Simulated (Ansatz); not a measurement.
Calculated with Ansatz (gas phase, PBE0-D4/def2-TZVP geometries, no zero-point term in ΔE). CBS: MP2 limit from def2 TZ/QZ plus the TZ coupled-cluster correction, frozen cores. This one scheme is used for every species. Functionals use def2-TZVPP. B3LYP here is the variant with VWN-RPA as its local correlation; programs differ in this. One conformer a species, not always the lowest.

Consider the ligand exchange at the Si–N bond: `O[SiH](O)N[SiH](O)Cl` + H–F → `O[SiH](O)F` + `N[SiH](O)Cl`.

CCSD(T)/CBS gives -74.9 kJ/mol.

Question: Another level gave -86.4 kJ/mol. Which?
A. B2PLYP/def2-TZVPP
B. PBE0-D4/def2-TZVPP
C. B3LYP/def2-TZVPP
D. B3LYP-D4/def2-TZVPP

Answer: A. B2PLYP -86.4, PBE0-D4 -71.6, B3LYP-D4 -76.6, B3LYP -93.1 kJ/mol.

Largest T1 diagnostic among the species: 0.011.

In def2-TZVPP, CCSD(T) changes the Hartree–Fock value by +27.0 kJ/mol (the triples alone add +4.4 kJ/mol) and MP2 by +28.5 kJ/mol. The D4 term adds +16.5 kJ/mol with B3LYP and +9.5 kJ/mol with PBE0; it sums over pairs of atoms, weighted by their polarisabilities, and B3LYP, whose exchange is more repulsive, gets the larger term.
